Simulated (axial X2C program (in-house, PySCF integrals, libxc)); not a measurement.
LiTc⁺: from Re and ωe to a spectrum

A bond curve at the PBE0 level, 2c, was computed with an in-house relativistic program for diatomic molecules (basis Tc dyall-cv3z [12s12p8d5f3g], Li dyall-cv3z [7s8p2d] (cores contracted in-house)) for the state Ω = 5/2 (⟨Sz⟩ = 2.50, ⟨Lz⟩ = 0.00 at PBE0). Its fit gives Re = 2.8193 Å, ωe = 281.8 cm⁻¹, ωexe = 2.07 cm⁻¹ and αe = 3.784e-03 cm⁻¹; the masses are 98.9072 and 7.0160 u. Two-component means X2C with spin–orbit coupling and atomic mean-field Coulomb and Gaunt terms.

Task: Find the reduced mass, Be and the force constant.

Result: From the PBE0 values: μ = 6.5513 u. Be = 16.8576/(μ Re²) = 0.3237 cm⁻¹. k = 5.8918×10⁻⁷ μ ωe² = 0.307 mdyn/Å.

Task: Estimate the centrifugal constant by the Kratzer relation.

Result: D = 4Be³/ωe² = 1.71e-06 cm⁻¹.

Task: Estimate De from a Morse curve and compare with the computed well depth of 1.394 eV to Tc + Li+.

Result: De(Morse) = ωe²/(4ωexe) = 1.189 eV against 1.394 eV computed, a ratio of 0.85. For De the Morse form works well here.

Task: A Morse curve ties αe to the other constants (Pekeris). How well does that hold?

Result: αe(Morse) = 6Be²/ωe × (√(ωexe/Be) − 1) = 3.411e-03 cm⁻¹; the PBE0 curve gives 3.784e-03 cm⁻¹, a ratio of 0.90.

Task: Where do the fundamental and the first overtone lie?

Result: ν(1←0) = ωe − 2ωexe = 277.7 cm⁻¹; ν(2←0) = 2ωe − 6ωexe = 551.2 cm⁻¹.

The state is a single determinant with fixed occupations, the lowest that a limited PBE0 search found. Dissociation energies refer to the lowest single-determinant-based atoms at the same level and basis. Density functionals use the spin component along the axis (collinear). With several unpaired electrons one determinant need not be a pure state. This is the top spin component of a Σ state; components of lower Ω are not single determinants and can lie lower.
